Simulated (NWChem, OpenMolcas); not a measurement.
**How methods differ on InPH4O (SMILES O[PH][InH2])**

The species is InPH4O (7 atoms), meant as a singlet with charge 0. As SMILES, `O[PH][InH2]`. Geometry: relaxed at PBE0-D4/def2-TZVP. This is one conformer, not always the lowest.

Each level gives the electronic atomisation energy (eV). The values are calculated. Electronic energies at fixed atoms, without zero-point motion or spin-orbit coupling.

| level | kind | program | value (eV) | CPU time (all runs) |
| --- | --- | --- | --- | --- |
| BLYP/def2-SVPD (core potential) | GGA | OpenMolcas | 17.92 | 56 s |
| PBE/def2-SVPD (core potential) | GGA | OpenMolcas | 18.30 | 44 s |
| revPBE/def2-SVPD (core potential) | GGA | OpenMolcas | 17.55 | 44 s |
| M06-L/def2-SVPD (core potential) | meta-GGA | OpenMolcas | 18.03 | 78 s |
| r2SCAN/def2-SVPD (core potential) | meta-GGA | OpenMolcas | 18.16 | 60 s |
| B3LYP/def2-SVPD (core potential) | global hybrid | NWChem | 17.97 | 40 s |
| BHLYP/def2-SVPD (core potential) | global hybrid | OpenMolcas | 17.36 | 38 s |
| M06-2X/def2-SVPD (core potential) | hybrid meta-GGA | NWChem | 18.02 | 51 s |

The values span 17.36 to 18.30 eV. CPU times are rough (shared hosts, several kinds of processor and program).
